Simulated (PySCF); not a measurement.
**Electronic structure of Mn+ (manganese, charge +1) at the wB97X level**

Configuration: [Ar] 3d4 4s2, high-spin 5D determinant (an excited configuration). Calculation: PySCF 2.14, in x2c-TZVPPall; scalar relativity by spin-free X2C-1e.

| Property | Result |
| --- | --- |
| Total energy | -1158.025 hartree |
| One-electron energy | -1581.238 hartree |
| Hartree (Coulomb) energy | 475.295 hartree |
| Exchange-correlation energy | -52.082 hartree |
| ⟨S²⟩ | 6.0015 |
| ⟨L²⟩ | 6.006 |
| Sum of ⟨r⟩ | 18.91 bohr |
| Sum of ⟨r²⟩ | 30.34 bohr² |
| Traceless quadrupole moment −½Σ⟨3z² − r²⟩ along its main axis | -0.222 e·bohr² |
| Langevin diamagnetic susceptibility | -24.0 ×10⁻⁶ cm³/mol |

```json
{"shell": "1s α", "electrons": "1", "mean orbital energy (hartree)": "-237.85328", "spread (hartree)": "0", "rms radius, mean of both spins (bohr)": "0.0703"}
{"shell": "1s β", "electrons": "1", "mean orbital energy (hartree)": "-237.85219", "spread (hartree)": "0", "rms radius, mean of both spins (bohr)": "0.0703"}
{"shell": "2s α", "electrons": "1", "mean orbital energy (hartree)": "-28.43926", "spread (hartree)": "0", "rms radius, mean of both spins (bohr)": "0.303"}
{"shell": "2s β", "electrons": "1", "mean orbital energy (hartree)": "-28.36958", "spread (hartree)": "0", "rms radius, mean of both spins (bohr)": "0.303"}
{"shell": "2p α", "electrons": "3", "mean orbital energy (hartree)": "-24.17313", "spread (hartree)": "0.01800", "rms radius, mean of both spins (bohr)": "0.274"}
{"shell": "2p β", "electrons": "3", "mean orbital energy (hartree)": "-24.11517", "spread (hartree)": "0.03344", "rms radius, mean of both spins (bohr)": "0.274"}
{"shell": "3s α", "electrons": "1", "mean orbital energy (hartree)": "-4.04028", "spread (hartree)": "0", "rms radius, mean of both spins (bohr)": "0.908"}
{"shell": "3s β", "electrons": "1", "mean orbital energy (hartree)": "-3.85317", "spread (hartree)": "0", "rms radius, mean of both spins (bohr)": "0.908"}
{"shell": "3p α", "electrons": "3", "mean orbital energy (hartree)": "-2.84352", "spread (hartree)": "0.01476", "rms radius, mean of both spins (bohr)": "0.971"}
{"shell": "3p β", "electrons": "3", "mean orbital energy (hartree)": "-2.64297", "spread (hartree)": "0.06780", "rms radius, mean of both spins (bohr)": "0.971"}
{"shell": "3d α", "electrons": "4", "mean orbital energy (hartree)": "-0.99265", "spread (hartree)": "0.04548", "rms radius, mean of both spins (bohr)": "1.20"}
{"shell": "4s α", "electrons": "1", "mean orbital energy (hartree)": "-0.61763", "spread (hartree)": "0", "rms radius, mean of both spins (bohr)": "2.88"}
{"shell": "4s β", "electrons": "1", "mean orbital energy (hartree)": "-0.59711", "spread (hartree)": "0", "rms radius, mean of both spins (bohr)": "2.88"}
```

Densities and radii are taken from the X2C orbitals without a picture-change correction, which distorts them close to the nucleus.
